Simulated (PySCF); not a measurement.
Nb(O)(F)(Me)2 (C2H6FNbO), SMILES [Nb]([F])([CH3])(=[O])[CH3], multiplicity 1. Heavy atoms are numbered as in [Nb:1](=[O:2])([F:3])([CH3:4])[CH3:8]. Hydrogens are named by the atom that carries them.

Geometry: PBE0-D3(BJ)/def2-SVP. The spin state was assumed, not searched. The def2 effective core potentials stand for the cores of Nb; spin–orbit coupling is left out.

All values below come from PBE/def2-TZVP in PySCF.

ESP charges are fitted to the potential on shells at 1.4 to 2.0 van der Waals radii. Atomic charges (e), one atom of each kind:

| atom | Löwdin | Mulliken | ESP fit |
|---|---|---|---|
| Nb1 | 0.69 | … | 1.42 |
| O2 | -0.23 | -0.50 | -0.53 |
| F3 | -0.22 | -0.42 | -0.38 |
| C4 (CH3) | -0.52 | … | -0.84 |
| H on C4 | 0.14 | … | 0.20 |

Task: Some entries are withheld; supply them. (Estimate from the structure and the level; the computed values follow.)

Result: 
- Nb1, Mulliken: 1.40
- C4 (CH3), Mulliken: -0.70
- H on C4, Mulliken: 0.15
